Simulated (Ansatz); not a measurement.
Cost and result for the atomization energy of `BC(F)CC` (13 atoms, 12 bonds).

```xyz
13

B    -0.013   -1.449    1.117
C    -0.636   -0.058    0.816
F    -1.985    0.012    1.178
C    -0.503    0.442   -0.622
C     0.927    0.757   -1.026
H    -0.656   -2.313    1.631
H     1.137   -1.636    0.850
H    -0.102    0.662    1.465
H    -0.940   -0.293   -1.306
H    -1.121    1.341   -0.701
H     1.371    1.500   -0.358
H     1.564   -0.129   -1.005
H     0.957    1.163   -2.038
```

Total charge 0; spin multiplicity 1. The geometry is a stationary point of PBE0-D4/def2-TZVP. It is one conformer, not always the lowest. Program: Ansatz. All runs use 4 threads of an Arm Neoverse V1 on a shared host. Times are those of one run each, without the atoms' runs, and a repeat can differ threefold. Electronic energies, without spin–orbit coupling; frozen cores. CCSD(T)/CBS adds CCSD(T) − MP2 in def2-TZVPP to the MP2 limit, and its time is that of the two runs behind it. T1 = 0.010. B3LYP takes the VWN-RPA correlation (the form of Gaussian; ORCA's B3LYP/G).

CCSD(T)/CBS is a level of theory with its own doubt, some kJ/mol a heavy atom from the limit and from the frozen cores, so smaller differences don't rank the functionals.

```json
{"level": "PBE-D4/def2-TZVPP (with forces)", "functions": "267", "wall time": "2.7 s"}
{"level": "PBE0-D4/def2-TZVPP", "functions": "267", "wall time": "2.8 s"}
{"level": "B3LYP-D4/def2-TZVPP (with forces)", "functions": "267", "wall time": "4.7 s"}
{"level": "r2SCAN-D4/def2-TZVPP (with forces)", "functions": "267", "wall time": "5 s"}
{"level": "B2PLYP/def2-TZVPP", "functions": "267", "wall time": "6 s"}
{"level": "ωB97X-V/def2-TZVPP", "functions": "267", "wall time": "7.5 s"}
{"level": "ωB97M-V/def2-TZVPP (with forces)", "functions": "267", "wall time": "11 s"}
{"level": "MP2/def2-QZVPP", "functions": "525", "wall time": "29 s"}
{"level": "CCSD(T)/def2-TZVPP", "functions": "267", "wall time": "3.4 min"}
{"level": "CCSD(T)/CBS(def2)", "functions": "–", "wall time": "3.9 min"}
```

(1) What atomization energy does each give, and how far from CCSD(T)/CBS? (An estimate is asked.)

Answers

(1) Ansatz gave: 
| level | atomization (kcal/mol) | difference from CCSD(T)/CBS | per bond |
| --- | --- | --- | --- |
| PBE-D4/def2-TZVPP (with forces) | 1205.0 | 24.6 | 2.1 |
| PBE0-D4/def2-TZVPP | 1189.8 | 9.4 | 0.8 |
| B3LYP-D4/def2-TZVPP (with forces) | 1185.5 | 5.1 | 0.4 |
| r2SCAN-D4/def2-TZVPP (with forces) | 1187.5 | 7.1 | 0.6 |
| B2PLYP/def2-TZVPP | 1173.4 | -7.0 | -0.6 |
| ωB97X-V/def2-TZVPP | 1185.6 | 5.2 | 0.4 |
| ωB97M-V/def2-TZVPP (with forces) | 1187.3 | 6.9 | 0.6 |
| MP2/def2-QZVPP | 1184.9 | 4.5 | 0.4 |
| CCSD(T)/def2-TZVPP | 1155.7 | -24.7 | -2.1 |
| CCSD(T)/CBS(def2) | 1180.4 | 0.0 | 0.0 |

From PBE to PBE0 (25 % exact exchange), in def2-TZVPP and without D4, the atomization energy moves by −14.3 kcal/mol: exact exchange takes away binding that semilocal exchange gives to molecules. In def2-TZVPP, CCSD(T) changes the Hartree–Fock value by +255.6 kcal/mol (the triples alone add +13.4 kcal/mol) and MP2 by +270.4 kcal/mol; breaking electron pairs costs correlation energy, which Hartree–Fock lacks. The D4 term adds +7.9 kcal/mol with B3LYP and +4.1 kcal/mol with PBE0; it sums over pairs of atoms, weighted by their polarisabilities, and B3LYP, whose exchange is more repulsive, gets the larger term.
